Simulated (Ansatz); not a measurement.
CH2BF3O2S (`OB(O)SC(F)(F)F`). Total charge 0; spin multiplicity 1.

```csv
atom,x (Å),y (Å),z (Å)
O1,-1.743,0.238,1.671
B2,-0.906,0.148,0.602
O3,-1.362,0.370,-0.647
S4,0.856,-0.282,0.902
C5,1.542,-0.277,-0.777
F6,0.974,-1.178,-1.571
F7,1.448,0.907,-1.371
F8,2.838,-0.581,-0.675
H9,-1.349,0.068,2.529
H10,-2.299,0.586,-0.662
```

Question: Give the diagnostics of a CCSD(T)/def2-TZVPP run (frozen core, the Gaussian-basis code of Ansatz). (An estimate is asked.)

Answer: Ansatz gave: T1 = 0.0129, largest single amplitude 0.034, largest double 0.023, (T) share of the correlation energy 3.5 %, 9 CCSD cycles. The RHF solution is stable towards an unrestricted one. T1 lies under the customary mark of 0.02 for closed shells.
